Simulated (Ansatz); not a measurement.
The first iterations of a band of CH₆AlO₂ (10 atoms, charge 0, multiplicity 2).

All numbers below come from UKS B3LYP-D4/cc-pVDZ in Ansatz.

```
movable images  : 9
climbing image  : yes
spring          : 5.0 eV/Å²
optimiser       : quadratic models (default)
start path      : through a guess of the saddle point
force threshold : 0.05 eV/Å
iteration limit : 60
end points      : relaxed
```

First end point:

```xyz
10
Properties=species:S:1:pos:R:3
Al -0.037 0.254 0.407
H -0.349 1.793 0.644
O 1.616 -0.182 0.088
H 1.820 -1.038 -0.310
O -1.246 -0.910 -0.065
H -2.183 -0.683 -0.081
C 0.036 -0.232 2.813
H -0.588 -1.126 2.730
H 1.122 -0.348 2.832
H -0.401 0.673 3.239
```

Last end point:

```xyz
10
Properties=species:S:1:pos:R:3
Al -0.444 0.260 -0.693
H 0.948 0.384 2.114
O 1.292 0.210 -0.611
H 1.735 -0.592 -0.296
O -1.339 -1.138 -0.153
H -2.305 -1.148 -0.182
C 0.169 0.121 2.846
H -0.569 -0.541 2.369
H 0.629 -0.395 3.701
H -0.326 1.039 3.199
```

| iteration | highest image above the first end (eV) | largest band force component (eV/Å) |
| --- | --- | --- |
| 1 | 2.435 | 15.881 |
| 2 | 0.795 | 5.120 |
| 3 | 0.637 | 5.443 |
| 4 | 0.575 | 0.897 |
| 5 | 0.445 | 0.961 |
| 6 | 0.428 | 0.590 |
| 7 | 0.432 | 1.249 |
| 8 | 0.394 | 0.487 |
| 9 | 0.442 | 0.605 |

Q: Does the band converge within its limit, and where does its top end?

A: The forces met the threshold. It ended after 29 iterations with the highest image 0.499 eV above the first end. A vibrational analysis at the climbing image gives one clearly imaginary mode, 496i cm⁻¹: a first-order saddle point.

Time of the run: 6 min on 4 threads of Arm Neoverse V2 (shared host), peak memory 0.24 GiB.
